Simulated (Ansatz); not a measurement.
`[CH3][Mo](=[O])([F])=[S]` + H–F → `[O]=[Mo]([F])([F])=[S]` + CH₄ at 400 K and 1 bar (ligand exchange at a Mo–C bond).

Computed with Ansatz on PBE0-D4/def2-TZVP structures; ΔE is electronic, products minus reactants. CCSD(T)/CBS is the MP2 limit (def2-TZVPP, def2-QZVPP) plus CCSD(T) − MP2 in def2-TZVPP, frozen cores. This one scheme is used for every species. Elements past krypton have def2 core potentials. For Mo outer-core shells are correlated without core-valence functions, which leaves a few kJ/mol of doubt a bond.

```csv
species,CCSD(T)/CBS energy (Eh),H − E (kJ/mol),S (J/(mol·K))
`[CH3][Mo](=[O])([F])=[S]`,-680.85708,144.5,383.5
H–F,-100.39570,36.5,182.2
`[O]=[Mo]([F])([F])=[S]`,-740.83114,52.2,357.8
CH₄,-40.46206,131.3,197.2
```

H − E and S are ideal-gas, rigid-rotor, harmonic terms from PBE0-D4/def2-TZVP, for one conformer and one mirror image of each species. 1 Eh = 2625.50 kJ/mol, R = 8.31446 J/(mol·K).

**Question.** By hand: ΔE, ΔH, ΔS and ΔG.

**Answer.** ΔE = (-740.83114) + (-40.46206) − (-680.85708) − (-100.39570) = -0.04042 Eh = -106.1 kJ/mol. Δ(H − E) = 52.2 + 131.3 − 144.5 − 36.5 = 2.5, so ΔH = -103.6 kJ/mol. ΔS = 357.8 + 197.2 − 383.5 − 182.2 = -10.7 J/(mol·K). ΔG = -103.6 − 400 × (-10.7)/1000 = -99.3 kJ/mol.

**Question.** By hand: the equilibrium constant, and the temperature at which ΔG would vanish if ΔH and ΔS stayed fixed.

**Answer.** log₁₀ K = −ΔG/(RT ln 10) = 13.0. ΔG = 0 at ΔH/ΔS = 9682 K, far beyond where these terms or the molecules hold.

The number of gas molecules stays the same, so ΔS is small and ΔH decides. A doubt of 5 kJ/mol in ΔE shifts log₁₀ K by 0.7 here. Other conformers and mirror images would add mixing entropy, several J/(mol·K) or more a flexible species. These are equilibria of isolated gas molecules and say nothing of rates. Largest T1 diagnostic: 0.025 (customary marks: 0.02 for closed shells, 0.045 for open ones).
